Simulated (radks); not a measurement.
Question: Species: the titanium ion Ti2+. Configuration: [Ar] 3d2. Method: scalar-relativistic Kohn-Sham, BLYP, spin-unpolarised, spherical densities, finite nucleus; Fermi nuclear charge, rms radius 3.5921 fm; computed with a radial shooting solver on a logarithmic mesh with Libxc functionals. Some entries of the table are withheld. Estimate them.

| orbital | occ. | eigenvalue (Ry) | <1/r> (bohr^-1) |
|---|---|---|---|
| 1s | 2 | -359.2000 | (1) |
| 2s | 2 | (2) | 4.546 |
| 2p | 6 | -33.84406 | 4.451 |
| 3s | 2 | -5.76072 | (3) |
| 3p | 6 | -4.01721 | 1.267 |
| 3d | 2 | -1.44732 | 0.9205 |

Answer: 
(1) 1s <1/r> (bohr^-1): 21.80
(2) 2s eigenvalue (Ry): -40.63818
(3) 3s <1/r> (bohr^-1): 1.398
